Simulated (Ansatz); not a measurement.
C$_{2}$H$_{7}$N, charge +1, doublet, geometry from GFN2-xTB (a state made from the parent by changing its charge; the spin is typed, not shown lowest); REVPBE/STO-3G (Ansatz, an electronic-structure program).

The Ansatz input:
Ansatz 0.2 input:
```yaml
crystal:
  periodic: [false, false, false]
  atoms:
    - {symbol: C, position_ang: [1.21345303, 0.27761551, 0.17430656]}
    - {symbol: N, position_ang: [0.03751869, -0.26276197, -0.35002414]}
    - {symbol: C, position_ang: [-1.24784022, -0.03678500, 0.14650277]}
    - {symbol: H, position_ang: [1.92869828, -0.51779860, 0.43796710]}
    - {symbol: H, position_ang: [1.01682614, 0.90235343, 1.04484140]}
    - {symbol: H, position_ang: [1.75201387, 0.86309442, -0.58857406]}
    - {symbol: H, position_ang: [0.12435315, -0.87090672, -1.16013127]}
    - {symbol: H, position_ang: [-1.73453079, -0.98553706, 0.42546873]}
    - {symbol: H, position_ang: [-1.90726403, 0.36768397, -0.63793418]}
    - {symbol: H, position_ang: [-1.23640431, 0.63546126, 1.00367526]}
basis:
  gaussian:
    orbitals: STO-3G
hamiltonian:
  xc: revpbe
total_charge: 1
magnetization: {spin_polarized: true, initial_magnetization: 1}
```

It wrote (shortened):

```
Functional definition: revPBE
308 factors; integrals over basis functions are off by at most 4.5e-5 eV
mean field evaluation 1: about -3624.1103 eV, gradient 9.5e0 eV
mean field evaluation 2: about -3623.9414 eV, gradient 1.1e1 eV
mean field evaluation 4: about -3624.7209 eV, gradient 6.0e-1 eV
mean field evaluation 8: about -3624.6309 eV, gradient 4.3e-3 eV
mean field -3624.63092551 eV, -133.2027296494 hartree, gradient 1.2e-5 eV, S^2 0.752385; 0 other end points of the search recorded, 0 dependent functions left out
reference -3624.63095615 eV, -133.2027307754 hartree; 13, 12 occupied and 9, 10 virtual orbitals, 308 factors
Total energy: -3624.63095615 eV, -133.2027307754 hartree
```
